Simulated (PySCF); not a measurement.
# `O=Cc1ccnn1C1CC1`: 4 charge schemes on one density

C₇H₈N₂O.
Cartesian coordinates in Å at the GFN2-xTB level; atoms count from 1:
```xyz
18
C7H8N2O angstrom
O     -0.8248    2.4582   -1.2128
C     -1.6431    1.7277   -0.7012
C     -1.3932    0.4646   -0.0545
C     -2.3203   -0.3967    0.5402
C     -1.5655   -1.4633    1.0076
N     -0.2789   -1.2847    0.7295
N     -0.1784   -0.1375    0.0977
C      1.0824    0.3465   -0.3392
C      2.2864    0.0472    0.5082
C      2.1030   -0.6557   -0.7981
H     -2.7168    1.9963   -0.6922
H     -3.3785   -0.2529    0.6129
H     -1.8856   -2.3443    1.5268
H      1.0008    1.3002   -0.8407
H      2.1173   -0.5248    1.4070
H      3.0452    0.8087    0.5944
H      2.7325   -0.3901   -1.6328
H      1.8088   -1.6929   -0.7644
```

Density: PBE0/pcSseg-1 (PySCF); schemes: Mulliken, IAO, Hirshfeld and ESP-fitted. Geometry: GFN2-xTB, one conformer, isolated molecule.

Question: Atoms with like bonding are taken together and averaged. Which atoms carry the highest charge in the Mulliken, IAO, Hirshfeld and ESP-fitted schemes?

Answer: The schemes don't all agree: Mulliken C2 (+0.363); IAO C2 (+0.234); Hirshfeld C2 (+0.113); ESP-fitted N7 (+0.614).

Question: At which atom do the 4 schemes differ most?

Answer: At N7: from -0.488 (Mulliken) to +0.614 e (ESP-fitted), 1.102 e apart.

Question: For which atoms does the sign change between the 4 schemes (beyond +0.03 e in one, beyond −0.03 e in another)?

Answer: C3, C5 and N7. Atomic charges aren't observables, and each scheme defines them in its own way.

Question: Give the atomic charges in each scheme.

Answer: In e; atoms taken as equivalent share a row and are averaged (×n: the atom named and its like, n in all):

```csv
atom,environment,Mulliken,IAO,Hirshfeld,ESP-fitted
O1,aldehyde oxygen,-0.384,-0.411,-0.221,-0.497
C2,aldehyde carbon,+0.363,+0.234,+0.113,+0.446
C3,substituted aromatic carbon,+0.260,-0.022,+0.007,-0.212
C4,aromatic CH carbon,-0.329,-0.220,-0.082,-0.380
C5,aromatic CH next to a ring nitrogen,+0.177,-0.077,-0.027,+0.048
N6,pyridine-type nitrogen,-0.215,-0.231,-0.101,-0.405
N7,pyrrole-type nitrogen,-0.488,+0.084,+0.067,+0.614
C8,sp3 carbon bound to nitrogen,+0.011,-0.054,+0.005,-0.382
C9/C10,three-membered-ring carbon,-0.191,-0.292,-0.088,-0.256
H11,formyl hydrogen,+0.077,+0.110,+0.046,+0.042
H12,aromatic hydrogen,+0.088,+0.170,+0.059,+0.219
H13,aromatic hydrogen,+0.095,+0.171,+0.063,+0.153
H14,methine hydrogen,+0.148,+0.187,+0.046,+0.284
H15/H18,methylene hydrogen,+0.151,+0.167,+0.046,+0.133
H16/H17,methylene hydrogen,+0.138,+0.156,+0.054,+0.158
```

Mean size of the charges over all atoms: ESP-fitted 0.265 e, Mulliken 0.200 e, IAO 0.178 e, Hirshfeld 0.067 e. Each set sums to the total charge, 0, to within 0.001 e. The Hirshfeld scheme divides the density at each point in proportion to the densities of the neutral, spherically averaged free atoms. The Mulliken scheme gives each basis function's population to the atom it is centred on and halves the overlap population of two atoms between them.

Question: How closely do the schemes follow one another over all atoms?

Answer: Correlation coefficient and root-mean-square difference: IAO with Hirshfeld 0.96, 0.124 e; Hirshfeld with ESP-fitted 0.84, 0.242 e; IAO with ESP-fitted 0.83, 0.178 e; Mulliken with IAO 0.69, 0.173 e; Mulliken with Hirshfeld 0.65, 0.190 e; Mulliken with ESP-fitted 0.37, 0.309 e.

Question: How many electrons does the Hirshfeld scheme count on C3?

Answer: Z − q = 6 − (+0.007) ≈ 5.992.
